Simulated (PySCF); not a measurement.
Input of a run (PBE0-D3(BJ)/def2-SVP geometry optimisation, gas phase (PySCF 2.14.0)), started from GFN2-xTB:
```
{"job": {"xc": "PBE0", "basis": "def2-SVP", "d3": "d3bj", "grid": 1, "kind": "geom"}, "charge": 0, "multiplicity": 1}
C      2.530545    -0.216409    -0.144577
O      1.488190     0.717663    -0.362239
C      0.425186     0.215387    -1.095032
O     -0.320954    -0.753533    -0.385339
C     -0.934561    -0.283492     0.783915
C     -2.349469     0.244856     0.524826
F     -3.136699    -0.663680    -0.056357
F     -2.941230     0.593360     1.679706
F     -2.370593     1.333202    -0.257368
H      2.167694    -1.092083     0.400899
H      3.284261     0.301431     0.443726
H      2.960780    -0.540457    -1.097844
H      0.756704    -0.314646    -1.998755
H     -0.190420     1.080567    -1.367859
H     -1.028176    -1.130193     1.470447
H     -0.348856     0.516970     1.252891
```

Output (energies in Eh, forces in Eh/bohr):
```
step   0  E = -605.53072079  max force = 0.012460
step   1  E = -605.53198552  max force = 0.005439
step   2  E = -605.53206598  max force = 0.001658
step   3  E = -605.53209032  max force = 0.000514
step   4  E = -605.53209892  max force = 0.000550
step   5  E = -605.53210060  max force = 0.000711
step   6  E = -605.53210538  max force = 0.000347
optimisation converged
```

Question: Summarise the run.

Answer: The energy falls by 0.87 kcal/mol over 7 energy and gradient evaluations, the largest force component goes from 0.0125 to 3.5e-04 Eh/bohr, and the atoms move by 0.143 Å rms after alignment. The bond that changes most is C5–C6 (sp3 carbon bound to oxygen to CF3 carbon), which shortens by 0.018 Å. Bonds longer at the end by more than 0.005 Å: 7 of 15; shorter: 6. Among the angles that change most is H15–C5–H16, from 110.0° to 107.9°. The energy never rose by more than 1e-6 Eh on the way. The first step brought 91 % of the lowering.

Question: What are the final bond lengths?

Answer: C1–O2 1.404 Å, O2–C3 1.380 Å, C3–O4 1.403 Å, O4–C5 1.394 Å, C5–C6 1.515 Å, C6–F7 1.330 Å, C6–F8 1.337 Å, C6–F9 1.339 Å, C1–H10 1.103 Å, C1–H11 1.098 Å, C1–H12 1.107 Å, C3–H13 1.105 Å, C3–H14 1.102 Å, C5–H15 1.101 Å, C5–H16 1.103 Å. Numbering counts from 1 in the input's order; the species is `COCOCC(F)(F)F`.

The run used 161 basis functions and 43 SCF cycles in all. Cost: about 3 min of CPU time on one thread; the machine was shared, so the figure is rough.

PBE0-D3(BJ)/def2-SVP frequencies: not computed here. One conformer, not necessarily the lowest.

The values belong to the conformer `[CH3:1][O:2][CH2:3][O:4][CH2:5][C:6]([F:7])([F:8])[F:9]`: C1–O2–C3–O4 67°, O2–C3–O4–C5 69°, C3–O4–C5–C6 96°, O4–C5–C6–F7 59°.
